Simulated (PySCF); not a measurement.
# C₆ coefficients of unlike pairs at PBE0

Calculated with PySCF 2.14 from the dipole response of each species, C₆(A,B) = (3/π) ∫ α_A(iu) α_B(iu) du, in atomic units, from isotropic polarisabilities. For ions this is the dispersion term alone; charge-induced terms of lower order in 1/R come first.

```tsv
species	configuration	basis	relativity	α (bohr³)	C₆ (like pair)
Ga	[Ar] 3d10 4s2 4p1 (2P)	aug-cc-pwCVTZ-PP with ECP10MDF (8s7p6d4f1g)	core potential	59.42	505.0
Tc²⁺	[Kr] 4d5 (6S)	x2c-TZVPPall with one added diffuse shell each of s, p, d, f type (9s7p7d3f1g)	spin-free X2C	8.693	46.29
Pd⁺	[Kr] 4d9 (2D)	def2-QZVPPD with the def2 core potential (28 electrons) (7s5p4d4f2g)	core potential	11.57	70.37
Rh³⁺	[Kr] 4d6 (5D)	aug-cc-pVTZ-PP with one added diffuse shell each of s, p, d, f, g type with ECP28MDF (7s7p6d4f3g)	core potential	4.702	21.37
```

Question: Estimate C₆ for Rh³⁺ with Pd⁺.

Answer: The integral gives 37.86. The combination rule 2 C_A C_B / (C_A α_B/α_A + C_B α_A/α_B) gives 37.04 and the geometric mean 38.78.

No spin-orbit coupling is included.

The other pairs:

```
      pair     C₆
  Tc²⁺, Ga  126.5
   Pd⁺, Ga  161.0
  Rh³⁺, Ga  76.54
 Pd⁺, Tc²⁺  56.99
Rh³⁺, Tc²⁺  31.01
```
